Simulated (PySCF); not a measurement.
# Static response to an electric field

Species: C4H6F3 (charge +1).
Numbering: `[CH3:1][C+:2]([CH2:3][F:4])[CH:5]([F:6])[F:7]` (hydrogens: H8, H9, H10 on C1; H11, H12 on C3; H13 on C5)

Cartesian coordinates in Å at the PBE0-D3(BJ)/def2-SVP level; atoms count from 1:
```
atom  x, y, z in Å
C1     1.3348   -0.5838    0.1569
C2     0.0518    0.0450    0.0425
C3    -0.1080    1.4574   -0.2450
F4    -1.3706    1.8902   -0.2168
C5    -1.2103   -0.8020    0.1402
F6    -1.6393   -0.8331   -1.1312
F7    -0.9115   -2.0255    0.5556
H8     1.3809   -0.9865    1.1973
H9     2.2020    0.0540   -0.0515
H10    1.3342   -1.5283   -0.4268
H11    0.5512    2.0454    0.4346
H12    0.3550    1.6016   -1.2550
H13   -1.9699   -0.3406    0.7972
```

Level: wB97X-D/def2-SVPD (PySCF), static field, nuclei fixed, core orbitals frozen in the response. The polarisability tensor in these axes (au):

```
x   51.49 -2.65  2.12
y   -2.65 54.84 -3.32
z    2.12 -3.32 40.20
```

Q: Give the principal values, the mean and the anisotropy Δα = √{½[(α1 − α2)² + (α2 − α3)² + (α1 − α3)²]}.

A: Principal values 39.29, 50.04 and 57.21 au; mean 48.85 au = 7.24 Å³ = 8.05 × 10⁻⁴⁰ C²·m²/J; Δα = 15.62 au (32 % of the mean).

Q: What are the principal values of the traceless quadrupole moment, Θ = ½Σq(3rr − r²1), about the centre of nuclear charge?

A: -5.79, -2.64, 8.43 D·Å. The values depend on the origin, since the species is charged. The electronic extent ⟨r²⟩ about the same centre is 734 bohr², a root-mean-square distance of 1.92 Å for the 56 electrons.

Q: Along which axes do the principal values lie, and how far do the nuclei extend along each?

A: Largest value along (-0.48, 0.85, -0.23), where the nuclei span 4.15 Å; middle along (0.87, 0.49, 0.02), 3.80 Å; least along (-0.13, 0.19, 0.97), 2.01 Å. The response follows the extents in order.

Q: Rayleigh depolarisation ratio (linearly polarised light, static tensor)?

A: ρ = 3Δα²/(45ᾱ² + 4Δα²) = 732.0/(107366 + 976.0) = 0.00676.

Q: Form Σ f/ω² (atomic units) for the 6 lowest TDDFT singlets, given as eV and f, and set it beside the mean polarisability, which is this sum over all singlets: 4.27, 0.0006; 5.37, 0.0080; 5.54, 0.1087; 6.35, 0.0186; 6.43, 0.0039; 6.79, 0.0015.

A: They add up to 3.29 au, 6.7 % of the 48.85 au; the largest single term is 2.63 au, from the state at 5.54 eV. Terms in order: 0.03, 0.21, 2.63, 0.34, 0.07, 0.02 au. Higher excitations give the rest. The strengths listed sum to 0.141.

One conformer (not necessarily the lowest) at the PBE0-D3(BJ)/def2-SVP geometry, without solvent, vibrations or thermal averaging.
